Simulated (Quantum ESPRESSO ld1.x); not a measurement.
The numbers below are computed, except where a source is named.
One sound ld1.x (Quantum ESPRESSO 7.5) input for the scandium ion Sc3+ gives E = -760.6621 hartree in 23 iterations:

```
 &input
    zed=21.0,
    iswitch=1,
    rel=1,
    dft='PW',
    config='[Ar]',
    verbosity='high',
    prefix='ld1',
    max_out_wfc=37,
    file_charge='ld1.rho',
 /
```

Changed or added lines, one case at a time, and what came of them:

- tr2=1e-2: inaccurate. The cycle stops early, after 5 iterations, and the energy is off by -0.02378 hartree against the sound run.
- config='[Ar] 4d-1': harmless. A negative occupation marks a state as unused; the result equals that of the sound run.
- config='[Ar] 1p1': refused. The program stops in el_config with "main/angular quantum number mismatch": l must be smaller than n.
- config='[Zn] 5s1': refused. The program stops in el_config with "wrong core: Zn": the cores known are He, Ne, Ar, Kr, Xe, Hg and Rn.
- lsd=1 dft='PW91': silently wrong. The run ends normally, but in this build (ld1.x 7.5) Etot and Exc of a spin-polarised run lack the gradient corrections of exchange and correlation and come out near their LSDA values (nitrogen, PBE: -54.132 hartree against -54.536 from two other codes). The eigenvalues and orbitals are those of the GGA; the energies must not be used.
- config='[Ar] 4s4': refused. The program stops in el_config with "wrong occupancy:4": an s shell holds at most 2 electrons.
- noscf=.true.: ran as typed. With noscf the program prints the levels of a bare nucleus, with no screening and no total energy; they are not those of the atom.
